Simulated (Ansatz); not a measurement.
Reaction (hydrogenolysis of a C–Si bond): `NC(=O)[SiH3]` + H₂ → `NC=O` + SiH₄

Isolated molecules relaxed with PBE0-D4/def2-TZVP in Ansatz; ΔE leaves out vibrations. CBS: MP2 limit from def2 TZ/QZ plus the TZ coupled-cluster correction, frozen cores. This one scheme is used for every species. DFT in def2-TZVPP. B3LYP here is the variant with VWN-RPA as its local correlation; programs differ in this. Each species was taken in one conformer, which may not be the lowest.

Problem. Is it downhill or uphill in electronic energy at CCSD(T)/CBS, and by how much? (Estimate.)

Solution. Computed: Downhill: ΔE = -0.39 eV.

Problem. What do these levels give: PBE0-D4, B3LYP-D4, CAM-B3LYP-D4, ωB97X-V, PBE0, r2SCAN0? (Best estimate.)

Solution. Ansatz gave: PBE0-D4 -0.41, B3LYP-D4 -0.40, CAM-B3LYP-D4 -0.45, ωB97X-V -0.43, PBE0 -0.46, r2SCAN0 -0.45 eV.

Largest T1 diagnostic among the species: 0.016.

From r2SCAN to r2SCAN0 (25 % exact exchange), in def2-TZVPP and without D4, ΔE moves by −0.07 eV. Leaving LDA and LC-ωPBE aside and taking each functional with its dispersion term where it has one, the values, not all of them listed here, spread over 0.20 eV, from BHLYP-D4 to revPBE-D4. LDA lies +0.05 eV from PBE without D4. At CCSD(T), def2-SVP lies −0.17 eV from the extrapolated value and def2-TZVPP −0.05 eV.
